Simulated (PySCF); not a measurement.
# Electron correlation in Al (aluminium, neutral)

[Ne] 3s2 3p1, 2P determinant. Computed with PySCF 2.14 in cc-pVTZ-DK (5s4p2d1f, 34 functions), with the spin-free X2C one-electron Hamiltonian (Gaussian nucleus). Frozen: [Ne]; 3 electrons correlated.

MP2 pair energies summed by pair of shells (mhartree):

```
 pair  energy  share (%)
3s-3s  -20.49       57.2
3s-3p  -15.35       42.8
```

Total MP2 correlation energy: -35.84 mhartree.

Same-spin part -2.54 and opposite-spin part -33.29 mhartree; SCS-MP2 scales them by 1/3 and 6/5 to -40.80 mhartree.

```csv
level,correlation energy (mhartree)
CCSD,-50.95
(T),-1.14
CCSD(T),-52.09
```

Diagnostics: T1 = 0.018, D1 = 0.0402, largest double amplitude 0.100.

**Question.** Is a single reference adequate?

**Answer.** Mostly. T1 lies below 0.03, but a double amplitude of this size points to a near-degeneracy that CCSD handles and MP2 describes poorly.
